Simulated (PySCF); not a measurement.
# Unknown compound

The spectra below were simulated for a compound C$_{6}$H$_{14}$OSi.

¹H NMR (300 MHz, computed): δ 4.23 (br s, 1H), 3.93 (br s, 1H), 1.88 (s, 3H), 0.15 (s, 9H).

¹³C{¹H} NMR (computed): δ 164.9 (C), 91.6 (CH2), 25.8 (CH3), 0.4 (CH3).

Computational details: shieldings: GIAO PBE0/pcSseg-1, structure optimised with GFN2-xTB, in PySCF (relativity neglected, equivalent nuclei averaged, no solvent, a single conformation).

References, each an isolated molecule treated in the same way: ¹H (σ = 31.72 ppm), ¹³C (σ = 186.93 ppm) vs TMS.

Problem. Deduce the structure.

Solution. 
- The formula gives 1 degree of unsaturation (no ring in the answer).
- 4 carbon signals for 6 carbons: some carbons are equivalent by symmetry or fast rotation.
- Carbon types of the structure: 1 × C, 1 × CH2, 4 × CH3, which accounts for all hydrogens.
- δC 164.9: alkene carbon bearing oxygen; an sp2 carbon further deshielded by the attached heteroatom.
- δC 91.6: β carbon of an enol-ether or enamine type C=C; the O or N lone pair pushes π density onto this β carbon and shields it.
- δC 25.8: allylic methyl carbon; aliphatic region, no heteroatom directly attached.
- δC 0.4: methyl carbon bonded to Si; an electropositive neighbour leaves it electron-rich and shielded.
- δH 4.23, 3.93: hydrogen on a β carbon of an enol-ether or enamine type C=C; lone-pair donation from O or N shields it, upfield of ordinary alkene protons.
- δH 1.88: hydrogen on an allylic methyl carbon; allylic position.
- δH 0.15: hydrogen on a methyl carbon bonded to Si; an electropositive neighbour shields it, as in TMS itself.

Structure: isopropenyloxytrimethylsilane.

The shifts were computed for this structure.

Shifts are as computed. Against solution values, carbons near 30 ppm lie about +3 ppm off and those near 130 ppm about +5 ppm. Of 1211 compounds with measured shifts, 218 miss one by over three times the rms of a fit or turn the order of signals round; such compounds aren't used in these exercises. Multiplicities follow the n + 1 count of equivalent neighbours, as no J values were calculated; m marks all less simple cases, F and P coupling included.
